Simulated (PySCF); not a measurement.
# Ionisation energy of Co¹⁴⁺ by level of theory

Co¹⁴⁺ [Ne] 3s2 3p1 (2P) → Co¹⁵⁺ [Ne] 3s2 (1S), as a difference of total energies. Calculation: PySCF 2.14, in an uncontracted even-tempered set (19 s from 0.81 bohr⁻², ratio 2.5; 12 p from 1.1 bohr⁻², ratio 2.5; 5 d from 5.6 bohr⁻², ratio 2.7; 4 f from 8.5 bohr⁻², ratio 2.7); the spin-free X2C one-electron Hamiltonian (Gaussian nucleus). Correlated levels: outer shells: 1s2 frozen; virtual orbitals above 40 to 60 times the deepest correlated orbital energy dropped. The calculations carry no spin-orbit coupling.

| method | ionisation energy (eV) |
| --- | --- |
| UHF | 440.88 |
| LDA | 442.19 |
| PBE | 442.30 |
| PBE0 | 442.21 |
| r2SCAN | 442.29 |
| BHandHLYP | 442.29 |
| BP86 | 442.51 |
| MP2 (outer shells) | 441.43 |
| SCS-MP2 (outer shells) | 441.35 |

**Question.** How much does correlation contribute at MP2 (outer shells)?

**Answer.** 441.43 − (440.88) = 0.55 eV, measured against UHF.

A first-order spin-orbit estimate (lowest level to lowest level, LS coupling) adds 1.828 eV.

For comparison: 441.1 ± 1.4 eV (semi-empirical (NIST evaluation); NIST Atomic Spectra Database, ionization energies).
